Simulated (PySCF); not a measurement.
This script is equivalent to a calculation on Ge²⁺ (germanium, charge +2).

```python
from pyscf import gto, scf, dft, mp, cc
import basis_set_exchange as bse
mol = gto.M(atom="Ge 0 0 0", charge=2, spin=0, symmetry="D2h",
            basis=gto.basis.parse(bse.get_basis("def2-QZVPPD", elements=["Ge"], fmt="nwchem")))
mf = dft.UKS(mol, xc="R2SCAN")
mf.irrep_nelec = {'Ag': (6, 6), 'B1g': (1, 1), 'B2g': (1, 1), 'B3g': (1, 1), 'B1u': (2, 2), 'B2u': (2, 2), 'B3u': (2, 2)}
mf.kernel()
```

**Question.** What total energy does it give?

**Answer.** -2076.065 hartree (calculated).

**Question.** Which occupied shell lies highest, and where?

**Answer.** 4s, at -29.072 eV.
